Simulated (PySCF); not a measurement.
C6H15NSi: core ionisation energies

C6H15NSi.
SMILES with atom numbers: `[CH3:1][CH:2]([CH3:3])[C@@H:4]1[CH2:5][NH:6][SiH2:7][CH2:8]1`

Level of theory: delta-SCF UKS SCAN, pcX-2 on the ionised atom, pcseg-1 elsewhere, spin-free X2C in PySCF. Each binding energy is the total energy of the core-ionised species, with the hole localised on one atom, minus that of the ground state; both are solved self-consistently, so orbital relaxation is included.

Q: List the computed XPS lines with their assignment.

A: 
```
atom(s)                   environment     level  binding energy (eV)  2p1/2 (eV)  above the level's lowest (eV)  count
     C1                 methyl carbon      C 1s               290.34           –                          +0.58      1
     C2                 sp3 CH carbon      C 1s               290.37           –                          +0.61      1
     C3                 methyl carbon      C 1s               290.31           –                          +0.55      1
     C4                 sp3 CH carbon      C 1s               290.30           –                          +0.54      1
     C5  sp3 carbon bound to nitrogen      C 1s               291.12           –                          +1.36      1
     N6        silicon-bound nitrogen      N 1s               404.00           –                           0.00      1
    Si7                  SiH2 silicon  Si 2p3/2               106.35      106.97                           0.00      1
    Si7                  SiH2 silicon     Si 1s              1846.19           –                           0.00      1
     C8   sp3 carbon bound to silicon      C 1s               289.76           –                           0.00      1
```

The listed C 1s values span 1.36 eV, from C8 (bonded to C, 2 H and Si) to C5 (bonded to N, C and 2 H). The widest gap between neighbouring values is 0.75 eV, between 290.37 and 291.12 eV. Summing the Pauling electronegativity differences to the bonded atoms, each weighted by its formal bond order, gives -1.35 for the lowest site and -0.21 for the highest; no listed site has a larger sum than the highest. The values 290.30, 290.31, 290.34 and 290.37 eV lie too close for their order to be trusted.

Q: Which effective nuclear charge Zeff reproduces each element's mean 1s value in the hydrogen-like formula E = 13.606 eV × Zeff²?

A: C (Z = 6): mean 290.4 eV, Zeff = 4.62, Z − Zeff = 1.38; N (Z = 7): mean 404.0 eV, Zeff = 5.45, Z − Zeff = 1.55; Si (Z = 14): mean 1846.2 eV, Zeff = 11.65, Z − Zeff = 2.35. Means run over the listed sites, weighted by atom count.

Q: What is the longest wavelength that can ionise Si 2p3/2 of Si7 vertically?

A: λ = hc/E = 12398.42 eV Å / 106.35 eV = 116.581 Å.

The 2p values aren't plain energy differences: one relaxed spin-free 2p hole is combined with a matrix within the shell (ground-state 2p orbital-energy differences and spin–orbit coupling). 2p3/2, the mean of its two sublevels, lies a third of the splitting below the shell's mean and 2p1/2 two thirds above it; the statistical areas are 2:1. 2p1/2 minus 2p3/2 (ligand field included): Si 0.62 eV. Isolated species at its PBE0-D3(BJ)/def2-SVP geometry (one conformer only).
